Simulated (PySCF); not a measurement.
C2H6NO, charge +1, singlet, geometry from GFN2-xTB. Base run: M062X/6-31G* run with PySCF.

PySCF was given this input:
```python
from pyscf import gto, scf, dft, solvent

mol = gto.Mole()
mol.atom = '''
    O     0.318597    1.282346    0.055518
    C     0.045989    0.030480   -0.005547
    N     0.971309   -0.890866   -0.039247
    C    -1.383354   -0.330034   -0.021039
    H     0.728290   -1.872419   -0.084366
    H    -1.960376    0.454212   -0.508311
    H    -1.563605   -1.288230   -0.499661
    H    -1.746483   -0.388630    1.008214
    H     1.963033   -0.678155   -0.014999
    H     1.255393    1.547845    0.089227
'''
mol.basis = '6-31g*'
mol.charge = 1
mol.spin = 0
mol.verbose = 3
mol.build()

mf = dft.RKS(mol)
mf.xc = 'm062x'
mf.kernel()
```

The base run was repeated with changes; each row names its change, and settings that it needs were set with it.

```csv
change,ΔE vs base (kJ/mol),HOMO-LUMO gap (eV)
base,0.00,11.51
model = IEF-PCM; solvent = n-hexane; r_probe = 0.5,-104.3,11.48
model = IEF-PCM; solvent = n-hexane,-131.7,11.46
model = COSMO; solvent = n-hexane,-106.1,11.46
model = IEF-PCM; solvent = n-hexane; lebedev_order = 41,-131.6,11.46
model = ddCOSMO; solvent = n-hexane,-120.0,11.46
model = IEF-PCM; solvent = chloroform,-224.8,11.41
model = C-PCM; solvent = n-hexane,___,___
model = IEF-PCM; solvent = n-hexane; vdw_scale = 1.0,___,11.46
model = IEF-PCM; solvent = n-hexane; vdw_scale = 1.4,-115.1,11.47
model = IEF-PCM; solvent = dimethylsulfoxide,___,___
model = IEF-PCM; solvent = n-hexane; lebedev_order = 11,-131.0,11.46
```

**Question.** Some entries are withheld; supply them.

**Answer.** 
- model = C-PCM; solvent = n-hexane, ΔE vs base (kJ/mol): -134.5
- model = C-PCM; solvent = n-hexane, HOMO-LUMO gap (eV): 11.45
- model = IEF-PCM; solvent = n-hexane; vdw_scale = 1.0, ΔE vs base (kJ/mol): -158.3
- model = IEF-PCM; solvent = dimethylsulfoxide, ΔE vs base (kJ/mol): -282.7
- model = IEF-PCM; solvent = dimethylsulfoxide, HOMO-LUMO gap (eV): 11.37

The base is the gas phase, so ΔE is the electrostatic part of solvation at a fixed geometry, without cavity and dispersion terms.
